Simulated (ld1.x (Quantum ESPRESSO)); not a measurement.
# Ho (Z = 67), ultrasoft: configuration errors across variants

- Element: holmium (Ho)
- Generator: ld1.x (Quantum ESPRESSO) 7.5
- Type: ultrasoft
- Functional: LDA (PZ)
- Relativity: scalar-relativistic
- Frozen core: [Kr] 4d10
- Valence charge: 21
- Reference configuration: 4f11 5s2 5p6 5d0 6s1.5 6p0 (charge +0.5)
- Partial waves: 5s (bound): rcut 2.10, rcutus 2.30 bohr; 6s (bound): rcut 2.10, rcutus 2.30 bohr; 5p (bound): rcut 2.60, rcutus 2.85 bohr; 6p (bound, empty): rcut 2.60, rcutus 2.85 bohr; 5d (bound, empty): rcut 2.15, rcutus 2.80 bohr; 5d channel at 3.2 Ry: rcut 2.15, rcutus 2.80 bohr; 4f (bound): rcut 1.00, rcutus 1.20 bohr; 4f channel at -0.15 Ry: rcut 1.00, rcutus 1.20 bohr
- Local potential: all-electron potential smoothed inside 1.10 bohr (lloc = -1)
- Core correction: a·sin(br)/r model core inside 0.75 bohr
- Augmentation charge: PSQ, inside the norm-conserving radii

All-electron excitation energies from the reference (eV): (1) 4f11 5s2 5p6 5d0 6s2 6p0 -2.602; (2) 4f11 5s2 5p6 5d0 6s1 6p0 3.925; (3) 4f11 5s2 5p6 5d0 6s0 6p0 15.946; (4) 4f10 5s2 5p6 5d1 6s1 6p0 9.186; (5) 4f11 5s2 5p6 5d0 6s0 6p1 7.581; (6) 4f10 5s2 5p6 5d1 6s2 6p0 2.031; (7) 4f12 5s2 5p6 5d0 6s0 6p0 5.675; (8) 4f11 5s2 5p6 5d0 6s1.5 6p0 spin -1.621; (9) 4f11 5s2 5p6 5d0 6s2 6p0 spin -4.166.

Spin tests fill each open shell by Hund’s rule, majority spin first.

The overlap operator is not positive definite (basis up to 400 Ry) in “base”, “waves 4f (bound): rcut 1.00, rcutus 1.68 bohr; 4f channel at -0.15 Ry: rcut 1.00, rcutus 1.68 bohr”, “all radii but the core radius scaled by about 1.33 (s 3.04, p 3.78, d 3.72, f 1.60 bohr, rcut 2.78/3.44/2.84/1.32); local potential all-electron potential smoothed inside 1.46 bohr (lloc = -1)”, “local potential all-electron potential smoothed inside 2.34 bohr (lloc = -1)”. Such files are unfit for use, however small their errors in these radial tests.

3 further variants failed, have other tests or too few solved ones, and are left out.

Errors AE − PS in meV (a dash: test not solved or not reliable):

```tsv
change	(1)	(2)	(3)	(4)	(5)	(6)	(7)	(8)	(9)	bound ghosts
base	+1.1	-2.3	-27	-588	-39	-221	-69	+329	+287	not determined (overlap not positive)
waves 4f (bound): rcut 1.00, rcutus 1.68 bohr; 4f channel at -0.15 Ry: rcut 1.00, rcutus 1.68 bohr	+1.0	-2.5	-32	-776	–	–	–	–	–	not determined (overlap not positive)
all radii but the core radius scaled by about 1.33 (s 3.04, p 3.78, d 3.72, f 1.60 bohr, rcut 2.78/3.44/2.84/1.32); local potential all-electron potential smoothed inside 1.46 bohr (lloc = -1)	–	–	–	–	–	–	–	–	–	not determined (overlap not positive)
local potential all-electron potential smoothed inside 2.34 bohr (lloc = -1)	+1.3	-2.0	-24	–	–	–	–	–	–	not determined (overlap not positive)
```

(1) Give the same row for: core correction a·sin(br)/r model core inside 0.72 bohr.

## Answers

(1) +1.1, -2.3, -27, -589, -39, -221, -69, +259, +219; bound ghosts: not determined (overlap not positive). Its overlap operator is not positive definite in a basis up to 400 Ry (lowest eigenvalue s -0.10, p -1.04), so the file is unfit for use: the generalised eigenproblem breaks down once the basis is large enough, and its test numbers describe a broken file.
